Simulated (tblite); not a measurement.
Parent: `[CH2:1]=[N:2][SiH2:3][N:4]([CH3:5])[SiH3:6]` with C1–N2–Si3–N4 134°, N2–Si3–N4–C5 163°, C2H10N2Si2.

Computed geometry: GFN2-xTB, gas phase. One conformer each, not checked by frequencies here.

| coordinate of the parent | value |
| --- | --- |
| C1=N2 | 1.244 Å |
| N2–Si3 | 1.724 Å |
| Si3–N4 | 1.731 Å |
| N4–C5 | 1.446 Å |
| N4–Si6 | 1.736 Å |
| C1–N2–Si3 | 132.0° |
| N2–Si3–N4 | 105.5° |
| Si3–N4–C5 | 115.1° |
| Si3–N4–Si6 | 127.4° |
| C5–N4–Si6 | 116.0° |

Q: How does the shared frame change in `[CH3:1]/[CH:2]=[N:3]\[SiH2:4][N:5]([CH3:6])[SiH3:7]` with C2–N3–Si4–N5 134°, N3–Si4–N5–C6 43°, C3H12N2Si2? Atoms pair as C1 = C2, N2 = N3, Si3 = Si4, N4 = N5, C5 = C6, Si6 = Si7 (parent first).

A: 
| parent | relative | value in the relative | change |
| --- | --- | --- | --- |
| C1=N2 | C2=N3 | 1.248 Å | +0.004 |
| N2–Si3 | N3–Si4 | 1.720 Å | -0.004 |
| Si3–N4 | Si4–N5 | 1.737 Å | +0.006 |
| N4–C5 | N5–C6 | 1.450 Å | +0.004 |
| N4–Si6 | N5–Si7 | 1.729 Å | -0.007 |
| C1–N2–Si3 | C2–N3–Si4 | 136.1° | +4.1 |
| N2–Si3–N4 | N3–Si4–N5 | 104.5° | -1.0 |
| Si3–N4–C5 | Si4–N5–C6 | 116.9° | +1.8 |
| Si3–N4–Si6 | Si4–N5–Si7 | 124.7° | -2.7 |
| C5–N4–Si6 | C6–N5–Si7 | 115.7° | -0.3 |

Of the parent's bonds, Si3–N4 and N4–Si6 change most and about equally (-0.007 to +0.006 Å). Bonds of the relative outside the shared frame: C1–C2 1.492 Å. Point group C1 → C1.

Q: How does the shared frame change in `[CH3:1][C:2](=[O:3])/[CH:4]=[N:5]/[SiH2:6][N:7]([CH3:8])[SiH3:9]` with C1–C2–C4–N5 -18°, C4–N5–Si6–N7 122°, N5–Si6–N7–C8 36°, C4H12N2OSi2? Atoms pair as C1 = C4, N2 = N5, Si3 = Si6, N4 = N7, C5 = C8, Si6 = Si9 (parent first).

A: 
```
    parent    relative  value in the relative  change
     C1=N2       C4=N5                1.250 Å  +0.006
    N2–Si3      N5–Si6                1.730 Å  +0.006
    Si3–N4      Si6–N7                1.733 Å  +0.002
     N4–C5       N7–C8                1.452 Å  +0.006
    N4–Si6      N7–Si9                1.735 Å  -0.001
 C1–N2–Si3   C4–N5–Si6                 133.3°    +1.3
 N2–Si3–N4   N5–Si6–N7                 104.8°    -0.7
 Si3–N4–C5   Si6–N7–C8                 118.0°    +2.9
Si3–N4–Si6  Si6–N7–Si9                 124.1°    -3.3
 C5–N4–Si6   C8–N7–Si9                 115.6°    -0.4
```

Of the parent's bonds, C1–N2, N2–Si3 and N4–C5 change most and about equally (+0.006 Å). Bonds of the relative outside the shared frame: C1–C2 1.499, C2=O3 1.207, C2–C4 1.503 Å. Point group C1 → C1.

Q: How does the shared frame change in `[CH3:1][N:2]([SiH3:3])[SiH2:4]/[N:5]=[CH:6]/[CH2:7][C:8]#[N:9]` with C1–N2–Si4–N5 46°, N2–Si4–N5–C6 129°, N5–C6–C7–C8 -121°, C4H11N3Si2? Atoms pair as C1 = C6, N2 = N5, Si3 = Si4, N4 = N2, C5 = C1, Si6 = Si3 (parent first).

A: 
```json
{"parent": "C1=N2", "relative": "C6=N5", "value in the relative": "1.245 Å", "change": "+0.001"}
{"parent": "N2–Si3", "relative": "N5–Si4", "value in the relative": "1.729 Å", "change": "+0.005"}
{"parent": "Si3–N4", "relative": "Si4–N2", "value in the relative": "1.733 Å", "change": "+0.002"}
{"parent": "N4–C5", "relative": "N2–C1", "value in the relative": "1.451 Å", "change": "+0.005"}
{"parent": "N4–Si6", "relative": "N2–Si3", "value in the relative": "1.733 Å", "change": "-0.003"}
{"parent": "C1–N2–Si3", "relative": "C6–N5–Si4", "value in the relative": "133.3°", "change": "+1.3"}
{"parent": "N2–Si3–N4", "relative": "N5–Si4–N2", "value in the relative": "104.2°", "change": "-1.3"}
{"parent": "Si3–N4–C5", "relative": "Si4–N2–C1", "value in the relative": "117.1°", "change": "+2.0"}
{"parent": "Si3–N4–Si6", "relative": "Si4–N2–Si3", "value in the relative": "125.3°", "change": "-2.1"}
{"parent": "C5–N4–Si6", "relative": "C1–N2–Si3", "value in the relative": "115.3°", "change": "-0.7"}
```

Of the parent's bonds, N2–Si3 and N4–C5 change most and about equally (+0.005 Å). Bonds of the relative outside the shared frame: C6–C7 1.508, C7–C8 1.441, C8≡N9 1.143 Å. Point group C1 → C1.
